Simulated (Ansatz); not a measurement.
Ansatz (a quantum-chemistry and plane-wave program) input (B3LYP-D3(BJ)/def2-TZVP):

Ansatz 0.2 input:
```yaml
crystal:
  periodic: [false, false, false]
  atoms:
    - {symbol: Ta, position_ang: [0.08181399, -0.11521912, 0.10963422]}
    - {symbol: O, position_ang: [1.06644190, 0.21311962, -1.26050969]}
    - {symbol: F, position_ang: [-1.61155074, 0.74511541, 0.23119774]}
basis:
  gaussian:
    orbitals: def2-TZVP
hamiltonian:
  xc: b3lyp
  dispersion: d3bj
magnetization: {spin_polarized: true, initial_magnetization: 2}
phonons: {temperatures: {t_min: 298.15, t_max: 298.15, t_step: 100}}
```

Output:

```
Functional definition: B3LYP
integrals: 0.03 GiB planned
681 factors; their error is unknown
mean field: 0.34 GiB planned
mean field evaluation 1: about -6307.0883 eV, gradient 5.9e1 eV
mean field evaluation 2: about -6097.0293 eV, gradient 1.9e2 eV
mean field evaluation 4: about -6316.8186 eV, gradient 2.7e1 eV
mean field evaluation 8: about -6319.2992 eV, gradient 1.3e-1 eV
mean field evaluation 16: about -6319.3128 eV, gradient 1.1e-3 eV
mean field evaluation 32: about -6319.3104 eV, gradient 4.9e-1 eV
mean field -6319.31279536 eV, -232.2304618453 hartree, gradient 1.5e-6 eV, S^2 2.005607; 1 other end points of the search recorded, 0 dependent functions left out
the calculation of the forces begins
reference -6319.31301166 eV, -232.2304697945 hartree; 16, 14 occupied and 86, 88 virtual orbitals, 681 factors
these checks for a lower state are left out or cut short: stability, starts, cluster_reference, orbital_swaps, neighbouring_geometries, increment
integrals: 0.03 GiB planned
681 factors; their error is unknown
mean field: 0.34 GiB planned
mean field -6319.31267322 eV, -232.2304573567 hartree, gradient 2.9e-6 eV, S^2 2.005562; 0 other end points of the search recorded, 0 dependent functions left out
the calculation of the forces begins
reference -6319.31288958 eV, -232.2304653078 hartree; 16, 14 occupied and 86, 88 virtual orbitals, 681 factors
these checks for a lower state are left out or cut short: stability, starts, cluster_reference, orbital_swaps, neighbouring_geometries, increment
integrals: 0.03 GiB planned
681 factors; their error is unknown
mean field: 0.34 GiB planned
mean field -6319.31267283 eV, -232.2304573427 hartree, gradient 2.1e-6 eV, S^2 2.005653; 0 other end points of the search recorded, 0 dependent functions left out
the calculation of the forces begins
reference -6319.31288909 eV, -232.2304652899 hartree; 16, 14 occupied and 86, 88 virtual orbitals, 681 factors
these checks for a lower state are left out or cut short: stability, starts, cluster_reference, orbital_swaps, neighbouring_geometries, increment
integrals: 0.03 GiB planned
681 factors; their error is unknown
mean field: 0.34 GiB planned
mean field -6319.31273055 eV, -232.2304594636 hartree, gradient 2.6e-6 eV, S^2 2.005593; 0 other end points of the search recorded, 0 dependent functions left out
the calculation of the forces begins
reference -6319.31294685 eV, -232.2304674125 hartree; 16, 14 occupied and 86, 88 virtual orbitals, 681 factors
these checks for a lower state are left out or cut short: stability, starts, cluster_reference, orbital_swaps, neighbouring_geometries, increment
integrals: 0.03 GiB planned
681 factors; their error is unknown
mean field: 0.34 GiB planned
mean field evaluation 64: about -6319.3127 eV, gradient 1.7e-6 eV
mean field -6319.31272746 eV, -232.2304593501 hartree, gradient 1.7e-6 eV, S^2 2.005622; 0 other end points of the search recorded, 0 dependent functions left out
the calculation of the forces begins
reference -6319.31294377 eV, -232.2304672996 hartree; 16, 14 occupied and 86, 88 virtual orbitals, 681 factors
these checks for a lower state are left out or cut short: stability, starts, cluster_reference, orbital_swaps, neighbouring_geometries, increment
integrals: 0.03 GiB planned
681 factors; their error is unknown
mean field: 0.34 GiB planned
mean field -6319.31269459 eV, -232.2304581420 hartree, gradient 2.0e-6 eV, S^2 2.005649; 0 other end points of the search recorded, 0 dependent functions left out
the calculation of the forces begins
reference -6319.31291086 eV, -232.2304660898 hartree; 16, 14 occupied and 86, 88 virtual orbitals, 681 factors
these checks for a lower state are left out or cut short: stability, starts, cluster_reference, orbital_swaps, neighbouring_geometries, increment
integrals: 0.03 GiB planned
681 factors; their error is unknown
mean field: 0.34 GiB planned
mean field -6319.31268739 eV, -232.2304578776 hartree, gradient 2.9e-6 eV, S^2 2.005566; 0 other end points of the search recorded, 0 dependent functions left out
the calculation of the forces begins
reference -6319.31290374 eV, -232.2304658282 hartree; 16, 14 occupied and 86, 88 virtual orbitals, 681 factors
these checks for a lower state are left out or cut short: stability, starts, cluster_reference, orbital_swaps, neighbouring_geometries, increment
integrals: 0.03 GiB planned
681 factors; their error is unknown
mean field: 0.34 GiB planned
mean field -6319.31277094 eV, -232.2304609479 hartree, gradient 2.2e-6 eV, S^2 2.005630; 0 other end points of the search recorded, 0 dependent functions left out
the calculation of the forces begins
reference -6319.31298723 eV, -232.2304688967 hartree; 16, 14 occupied and 86, 88 virtual orbitals, 681 factors
these checks for a lower state are left out or cut short: stability, starts, cluster_reference, orbital_swaps, neighbouring_geometries, increment
integrals: 0.03 GiB planned
681 factors; their error is unknown
mean field: 0.34 GiB planned
mean field evaluation 96: about -6319.3128 eV, gradient 2.2e-6 eV
mean field -6319.31275432 eV, -232.2304603371 hartree, gradient 2.2e-6 eV, S^2 2.005585; 0 other end points of the search recorded, 0 dependent functions left out
the calculation of the forces begins
reference -6319.31297064 eV, -232.2304682867 hartree; 16, 14 occupied and 86, 88 virtual orbitals, 681 factors
these checks for a lower state are left out or cut short: stability, starts, cluster_reference, orbital_swaps, neighbouring_geometries, increment
integrals: 0.03 GiB planned
681 factors; their error is unknown
mean field: 0.34 GiB planned
mean field -6319.31278520 eV, -232.2304614720 hartree, gradient 1.9e-6 eV, S^2 2.005611; 0 other end points of the search recorded, 0 dependent functions left out
the calculation of the forces begins
reference -6319.31300149 eV, -232.2304694206 hartree; 16, 14 occupied and 86, 88 virtual orbitals, 681 factors
these checks for a lower state are left out or cut short: stability, starts, cluster_reference, orbital_swaps, neighbouring_geometries, increment
integrals: 0.03 GiB planned
681 factors; their error is unknown
mean field: 0.34 GiB planned
mean field -6319.31279281 eV, -232.2304617518 hartree, gradient 1.8e-6 eV, S^2 2.005603; 0 other end points of the search recorded, 0 dependent functions left out
the calculation of the forces begins
reference -6319.31300914 eV, -232.2304697016 hartree; 16, 14 occupied and 86, 88 virtual orbitals, 681 factors
these checks for a lower state are left out or cut short: stability, starts, cluster_reference, orbital_swaps, neighbouring_geometries, increment
integrals: 0.03 GiB planned
681 factors; their error is unknown
mean field: 0.34 GiB planned
mean field -6319.31274770 eV, -232.2304600938 hartree, gradient 2.3e-6 eV, S^2 2.005599; 0 other end points of the search recorded, 0 dependent functions left out
the calculation of the forces begins
reference -6319.31296402 eV, -232.2304680436 hartree; 16, 14 occupied and 86, 88 virtual orbitals, 681 factors
these checks for a lower state are left out or cut short: stability, starts, cluster_reference, orbital_swaps, neighbouring_geometries, increment
integrals: 0.03 GiB planned
681 factors; their error is unknown
mean field: 0.34 GiB planned
mean field evaluation 128: about -6319.3128 eV, gradient 2.0e-6 eV
mean field -6319.31276743 eV, -232.2304608189 hartree, gradient 2.0e-6 eV, S^2 2.005615; 0 other end points of the search recorded, 0 dependent functions left out
the calculation of the forces begins
reference -6319.31298371 eV, -232.2304687673 hartree; 16, 14 occupied and 86, 88 virtual orbitals, 681 factors
Total energy: -6319.38492100 eV, -232.2331124140 hartree
Atom 0 at     0.081814    -0.115219     0.109634 Å, force     0.000517     0.000122    -0.000640 eV/Å
Atom 1 at     1.066442     0.213120    -1.260510 Å, force    -0.000459    -0.000152     0.000637 eV/Å
Atom 2 at    -1.611551     0.745115     0.231198 Å, force    -0.000058     0.000030     0.000003 eV/Å
Dipole moment:     0.005013    -0.386705     0.602105 e Å
Vibrations: 188.13 632.46 993.12 cm⁻¹, zero-point energy 0.112436 eV
```

This is an excited triplet: at this geometry the singlet lies 0.24 eV lower at RI-MP2/CBS(def2-TZVPPD,def2-QZVPPD)+[CCSD(T)-MP2]/def2-TZVPPD.
